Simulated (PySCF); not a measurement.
Molecule: `C=C(/C(=C/C#C)C)C=O`, C8H8O.

Bonds (- single, = double, # triple, : aromatic): C1#C2, C2-C3, C3=C4, C4-C5, C4-C6, C6=C7, C6-C8, C8=O9. C1 carries H10; C3 carries H11; C5 carries H12, H13, H14; C7 carries H15, H16; C8 carries H17. Stereochemistry as in C#C/C=C(\C)C(=C)C=O. H15 is cis to C4; H16 is trans to C4.

Frames of a GFN2-xTB Langevin trajectory at 300 K; GIAO PBE0/pcSseg-1 shieldings in PySCF, gas phase, non-relativistic; equivalent atoms averaged within each frame.

Scale: TMS for ¹³C (σ = 186.93 ppm), ¹H (σ = 31.72 ppm); ¹⁷O (σ = 336.08 ppm) vs H2O (reference shieldings calculated alike). The references are static minima.

Problem. How do the shifts (ppm) fluctuate along the trajectory?

Solution. 
| time (fs) | C8 | C4 | C6 | C7 | C3 | C1 | C2 | C5 | O9 | H17 |
| --- | --- | --- | --- | --- | --- | --- | --- | --- | --- | --- |
| 250 | 195.6 | 154.2 | 146.0 | 134.1 | 113.5 | 95.2 | 86.6 | 17.8 | 698.0 | 9.55 |
| 425 | 196.5 | 154.6 | 149.2 | 137.2 | 113.3 | 98.4 | 88.4 | 25.9 | 689.7 | 9.44 |
| 625 | 199.1 | 170.0 | 163.9 | 142.2 | 122.1 | 99.6 | 89.7 | 19.4 | 687.1 | 9.73 |
| 800 | 195.0 | 159.3 | 159.1 | 131.4 | 116.1 | 95.3 | 85.9 | 29.9 | 698.5 | 9.76 |
| 1000 | 199.1 | 159.9 | 159.5 | 135.1 | 115.9 | 102.0 | 84.7 | 27.7 | 699.7 | 9.44 |
| mean of frames | 197.1 | 159.6 | 155.5 | 136.0 | 116.2 | 98.1 | 87.1 | 24.1 | 694.6 | 9.59 |
| standard deviation | 1.9 | 6.4 | 7.6 | 4.1 | 3.5 | 2.9 | 2.0 | 5.3 | 5.7 | 0.16 |

5 frames give an uncertainty of the mean of about the standard deviation over 2.2 at best, since frames this close in time may not be independent; classical motion lacks zero-point vibration, and the reference would need the same averaging.
